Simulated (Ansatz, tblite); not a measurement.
Removing and adding an electron: the cluster Sn4O4. Charge 0, multiplicity 1. Geometry: PBE-D4/def2-SVP. Ansatz, gas phase; energy differences of separate SCF runs; the oxidised species was run as a doublet alone; the reduced species was run as a doublet alone.

```xyz
8

Sn    1.097    0.265    1.675
Sn    0.967   -1.262   -1.245
Sn   -1.797   -0.781    0.489
Sn   -0.266    1.779   -0.918
O     0.229   -1.528    0.789
O    -0.942   -0.228   -1.439
O     1.544    0.671   -0.420
O    -0.831    1.085    1.070
```

In the def2 sets Sn takes a core potential; there is no spin–orbit coupling. The xTB rows come from tblite. HOMO above LUMO, or a gap near zero within one spin, warns that the state may not be the lowest or that an electron is smeared out. The structure comes from a short search, and lower isomers may exist.

Question: Estimate orbital energies and vertical ionisation energies and electron affinities at: GFN1-xTB; GFN2-xTB; PBE-D4/def2-SVP; PBE0-D4/def2-SVP.

Answer: 
```json
{"level": "GFN1-xTB", "−HOMO (eV)": "10.41", "vertical IE (eV)": "13.23", "−LUMO (eV)": "5.37", "vertical EA (eV)": "2.99", "HOMO–LUMO gap (eV)": "5.04", "IE − EA (eV)": "10.24", "remarks": "–"}
{"level": "GFN2-xTB", "−HOMO (eV)": "11.30", "vertical IE (eV)": "14.19", "−LUMO (eV)": "7.17", "vertical EA (eV)": "4.63", "HOMO–LUMO gap (eV)": "4.13", "IE − EA (eV)": "9.56", "remarks": "–"}
{"level": "PBE-D4/def2-SVP", "−HOMO (eV)": "5.60", "vertical IE (eV)": "7.89", "−LUMO (eV)": "2.29", "vertical EA (eV)": "0.36", "HOMO–LUMO gap (eV)": "3.31", "IE − EA (eV)": "7.53", "remarks": "HOMO above zero (-1 doublet), gap within one spin near zero (+1 doublet), gap within one spin near zero (-1 doublet)"}
{"level": "PBE0-D4/def2-SVP", "−HOMO (eV)": "6.71", "vertical IE (eV)": "8.27", "−LUMO (eV)": "1.57", "vertical EA (eV)": "0.22", "HOMO–LUMO gap (eV)": "5.14", "IE − EA (eV)": "8.06", "remarks": "HOMO above zero (-1 doublet)"}
```

Relaxing the reduced species (PBE-D4/def2-SVPD) changes its energy by -0.26 eV at PBE-D4/def2-SVP, so the adiabatic electron affinity to this nearest minimum is 0.62 eV. At PBE0-D4/def2-SVP it is 0.41 eV. The highest occupied level of the relaxed charge -1 doublet lies above zero (up to 1.11 eV). By energy differences its removal costs 0.62 eV (each at its own geometry, to the charge 0 singlet, at PBE-D4/def2-SVP); self-interaction error and the lack of diffuse functions both raise the level.     A HOMO above zero means that the electron is unbound at that level or that self-interaction error raises the level; the energy of removing that electron tells which. Raw xTB energy differences between charge states are shifted by several eV; the methods need an empirical correction for them. Sets without diffuse functions give affinities that are too small.
